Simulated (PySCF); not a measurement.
PySCF 2.14 output of an unrestricted B97-3 calculation on a single atom or ion in aug-cc-pwCVQZ, with no relativity, point nucleus:

```
SCF conv_tol = 1e-09
number electrons alpha = 5  beta = 5
    T. W. Keal and D. J. Tozer.,  J. Chem. Phys. 123, 121103 (2005)
cycle= 1 E= -240.389358480477  delta_E= -0.00251  |g|= 0.00803  |ddm|= 1.11
cycle= 2 E= -240.389362177965  delta_E= -3.7e-06  |g|= 0.00239  |ddm|= 0.0366
cycle= 3 E= -240.389362678241  delta_E= -5e-07  |g|= 0.000649  |ddm|= 0.0766
cycle= 4 E= -240.389362713469  delta_E= -3.52e-08  |g|= 1.3e-05  |ddm|= 0.013
cycle= 5 E= -240.389362713485  delta_E= -1.58e-11  |g|= 1.86e-07  |ddm|= 0.000172
converged SCF energy = -240.389362713485  <S^2> = -3.5527137e-15  2S+1 = 1
```

The run itself started from symmetry-adapted Hartree-Fock orbitals and held the occupation by maximum overlap, on a logarithmic radial grid, so the iterations belong to that start.

**Question.** Which element, charge and spin multiplicity is this?

**Answer.** Al³⁺ (aluminium, charge +3), multiplicity 1; the state was [Ne], closed-shell 1S.
